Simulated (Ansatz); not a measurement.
This geometry of a periodic cell of 13 atoms, Zr12H (host Zr, host structure hcp, interstitial H) is a first-order saddle point.

Theory: DFT PBE, scalar-relativistic, plane waves, PAW in Ansatz 0.2.0. Settings: cutoff 420 eV, k mesh 3x2x3, gaussian smearing 0.1 eV, no spin polarisation.

```xyz
13
Lattice="6.4600 0.0000 0.0000 -4.8450 8.3918 0.0000 0.0000 0.0000 5.1454" Properties=species:S:1:pos:R:3
Zr 0.082 -0.025 0.004
Zr 0.012 1.900 2.574
Zr -1.630 2.891 0.003
Zr -1.619 4.667 2.576
Zr -3.231 5.606 0.004
Zr -3.220 7.420 2.578
Zr 3.171 -0.027 0.005
Zr 3.189 1.888 2.576
Zr 1.614 2.840 0.002
Zr 1.623 4.665 2.576
Zr 0.014 5.578 0.003
Zr -0.007 7.386 2.577
H 4.837 0.909 2.575
```

Q: Which two structures does it join? (They come from a converged band through this point; their orientation in space is the band's.)

A: The atom that moves furthest is H13, by 2.57 Å; four of its nearest neighbours are Zr8 2.27, Zr1 2.28, Zr12 2.29, Zr3 2.29 Å at the first end and Zr8 2.28, Zr1 2.29, Zr12 2.29, Zr3 2.29 Å at the last.

Image 0:

```xyz
13
Lattice="6.4600 0.0000 0.0000 -4.8450 8.3918 0.0000 0.0000 0.0000 5.1454" Properties=species:S:1:pos:R:3
Zr 0.019 -0.019 -0.018
Zr 0.041 1.880 2.532
Zr -1.610 2.835 -0.007
Zr -1.615 4.676 2.567
Zr -3.231 5.608 0.022
Zr -3.245 7.437 2.589
Zr 3.186 -0.017 0.049
Zr 3.208 1.882 2.601
Zr 1.629 2.818 -0.008
Zr 1.611 4.646 2.560
Zr -0.006 5.580 0.016
Zr -0.005 7.420 2.590
H 4.844 0.932 3.863
```

Image 4:

Only the atoms that move by more than 0.05 Å are listed.
```
Zr2 0.029 1.885 2.606
Zr7 3.200 -0.015 -0.027
H13 4.843 0.934 1.288
```

Q: How far does it lie above each of them?

A: 0.45 eV above the first and 0.45 eV above the second. This is the barrier of this one path; another mechanism may lie lower. Limits of this set-up: coarse k mesh, odd electron count without spin, a small cell, in which the defect meets its images.

The run took 4.3 min on 4 threads of AMD EPYC 7R13 Processor (Zen 3), with other jobs on the host, peak memory 1.6 GiB.
